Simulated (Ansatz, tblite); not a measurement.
Cost and result up the ladder for LaCu₄ (the lowest doublet isomer of a short search) (5 atoms). Charge 0, multiplicity 2. Geometry: r2SCAN-D4/def2-SVP.

Cartesian coordinates in Å:
```
La -1.6453 -0.1727 -0.6861
Cu 0.1650 0.6538 1.2614
Cu 0.3808 1.7137 -0.8287
Cu -0.0178 -1.6756 0.9801
Cu 1.1173 -0.5192 -0.7267
```

Ansatz on 2 threads of AMD EPYC 7R13 on a shared host; xTB runs through tblite on one thread. Times are rough, summed over both states, and most runs start from the orbitals of an earlier one. ωB97X-V/def2-TZVP serves as the yardstick here, not as an exact answer. The other state is a quartet at its own geometry.

In the def2 sets La takes a core potential; there is no spin–orbit coupling. The xTB rows come from tblite. The structure comes from a short search, and lower isomers may exist.

Run but left out: HF/def2-TZVP, PBE-QIDH/def2-TZVP, MP2/def2-TZVP (doublet: ⟨S²⟩ 0.98 to 1.54, where a pure state has 0.75).

xTB has no spin-polarisation term.

```csv
level,functions,wall time,quartet − doublet (eV),difference from ωB97X-V/def2-TZVP (eV)
GFN1-xTB,45,0.024 s,2.02,1.60
GFN2-xTB,45,0.024 s,0.13,-0.29
PBE-D4/def2-TZVP,220,35 s,0.56,0.14
PBE0-D4/def2-TZVP,220,92 s,0.38,-0.04
r2SCAN-D4/def2-TZVP (with forces),220,2.5 min,0.43,0.01
ωB97X-V/def2-TZVP,220,3.7 min,0.42,0.00
```
